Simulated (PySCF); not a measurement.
**Electronic structure of Sc⁺ (scandium, charge +1) at the UHF level**

Configuration: [Ar] 4s1 4p1, high-spin 3P determinant (an excited configuration). Computed with PySCF 2.14 in x2c-TZVPPall, with the spin-free X2C one-electron Hamiltonian (Gaussian nucleus).

| Item | Value |
| --- | --- |
| Total energy | -762.919700 hartree |
| One-electron energy | -1035.3008 hartree |
| Hartree (Coulomb) energy | 310.3911 hartree |
| Exchange energy | -38.0099 hartree |
| ⟨S²⟩ | 2.0009 |
| ⟨L²⟩ | 3.113 |
| Sum of ⟨r⟩ | 18.48 bohr |
| Sum of ⟨r²⟩ | 39.95 bohr² |
| Traceless quadrupole moment −½Σ⟨3z² − r²⟩ along its main axis | -5.63 e·bohr² |
| Langevin diamagnetic susceptibility | -31.6 ×10⁻⁶ cm³/mol |

```json
{"shell": "1s α", "electrons": "1", "mean orbital energy (eV)": "-4552.6", "spread (eV)": "0", "rms radius, mean of both spins (bohr)": "0.0844"}
{"shell": "1s β", "electrons": "1", "mean orbital energy (eV)": "-4552.4", "spread (eV)": "0", "rms radius, mean of both spins (bohr)": "0.0844"}
{"shell": "2s α", "electrons": "1", "mean orbital energy (eV)": "-538.02", "spread (eV)": "0", "rms radius, mean of both spins (bohr)": "0.370"}
{"shell": "2s β", "electrons": "1", "mean orbital energy (eV)": "-537.77", "spread (eV)": "0", "rms radius, mean of both spins (bohr)": "0.370"}
{"shell": "2p α", "electrons": "3", "mean orbital energy (eV)": "-440.60", "spread (eV)": "0.069", "rms radius, mean of both spins (bohr)": "0.340"}
{"shell": "2p β", "electrons": "3", "mean orbital energy (eV)": "-440.41", "spread (eV)": "0.313", "rms radius, mean of both spins (bohr)": "0.340"}
{"shell": "3s α", "electrons": "1", "mean orbital energy (eV)": "-83.717", "spread (eV)": "0", "rms radius, mean of both spins (bohr)": "1.14"}
{"shell": "3s β", "electrons": "1", "mean orbital energy (eV)": "-82.949", "spread (eV)": "0", "rms radius, mean of both spins (bohr)": "1.14"}
{"shell": "3p α", "electrons": "3", "mean orbital energy (eV)": "-55.642", "spread (eV)": "0.620", "rms radius, mean of both spins (bohr)": "1.24"}
{"shell": "3p β", "electrons": "3", "mean orbital energy (eV)": "-54.970", "spread (eV)": "0.731", "rms radius, mean of both spins (bohr)": "1.24"}
{"shell": "4s α", "electrons": "1", "mean orbital energy (eV)": "-15.437", "spread (eV)": "0", "rms radius, mean of both spins (bohr)": "3.18"}
{"shell": "4p α", "electrons": "1", "mean orbital energy (eV)": "-10.476", "spread (eV)": "0", "rms radius, mean of both spins (bohr)": "4.13"}
```

⟨L²⟩ = 3.11 against 2 for a pure P term, so this real determinant mixes terms.

Densities and radii are taken from the X2C orbitals without a picture-change correction, which distorts them close to the nucleus.

Spin-orbit constants ζ (cm⁻¹) from the X2C one-electron operator on these orbitals: bare nucleus, nucleus screened by l(l+1)(2l+1)/3 electrons, and screened by the Breit-Pauli mean field of the electrons.

```json
{"shell": "2p", "bare": "26810", "screened nucleus": "24260", "mean field": "23080"}
{"shell": "3p", "bare": "2959", "screened nucleus": "2677", "mean field": "2530"}
{"shell": "4p", "bare": "200.6", "screened nucleus": "181.5", "mean field": "170.4"}
```

To first order the Landé constant is A = 85.19 cm⁻¹, so the lowest level has J = 0 and lies 0.0211 eV below the centre of the term. This holds in LS coupling only.
